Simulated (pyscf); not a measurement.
Optimised with ωB97X-D3(BJ)/def2-SVP in PySCF. Correlated levels are frozen-core, on RHF or UHF. ΔMP2 is the change of the MP2 total energy from the triple- to the quadruple-zeta basis. Singlets are restricted, triplets unrestricted.

Singlet (Å):
```xyz
6

O      0.2079    -1.3326    -0.6251
Si     0.5626     0.1334    -1.3578
As    -0.5253     1.4765     0.2778
H      0.5212    -2.1015    -1.1177
H      0.2437     0.8301     1.4154
H      0.4546     2.6252     0.1076
```

Triplet (Å):
```xyz
6

O      1.1282    -1.0909    -0.9981
Si     0.1024     0.1457    -1.4897
As    -0.5401     1.8007     0.0908
H      0.6962    -1.9154    -0.7432
H     -0.8477     0.7800     1.1790
H      0.8807     2.0080     0.5968
```

Q: For these two minima of HO–Si:–AsH₂, which spin state lies lower at CCSD(T)/def2-TZVPP + ΔMP2(QZVPP), and by how much (electronic energies)?

A: The singlet, by 38.3 kcal/mol. Zero-point energy shifts E(triplet) − E(singlet) by -0.4 kcal/mol. Other isomers of HO–Si:–AsH₂ [singlet] were not searched in full and may lie lower. 

E(triplet) − E(singlet) by level (kcal/mol):

```csv
level,gap
ωB97X-D3(BJ)/def2-TZVP,+38.0
PBE/def2-TZVP,+33.3
r²SCAN/def2-TZVP,+29.8
B3LYP-D3(BJ)/def2-TZVP,+36.3
PBE0-D3(BJ)/def2-TZVP,+32.5
M06-2X/def2-TZVP,+36.1
ωB97M-D3(BJ)/def2-TZVP,+41.5
HF/def2-TZVP,+21.0
MP2/def2-QZVPP,+37.2
CCSD/def2-TZVPP,+36.5
CCSD(T)/def2-TZVPP,+37.2
CCSD(T)/def2-TZVPP + ΔMP2(QZVPP),+38.3
```

The triplet is the lowest one reached from the SCF start used. The CCSD(T) − MP2 part came from Ansatz, without density fitting, on the same reference. The frozen core leaves the outer d or s,p core shells of the metals and heavy elements correlated in the MP2 and CC values, and def2-TZVPP describes them poorly, which can shift differences by a few kcal/mol. Elements up to Kr have no core potential and no relativistic terms here.
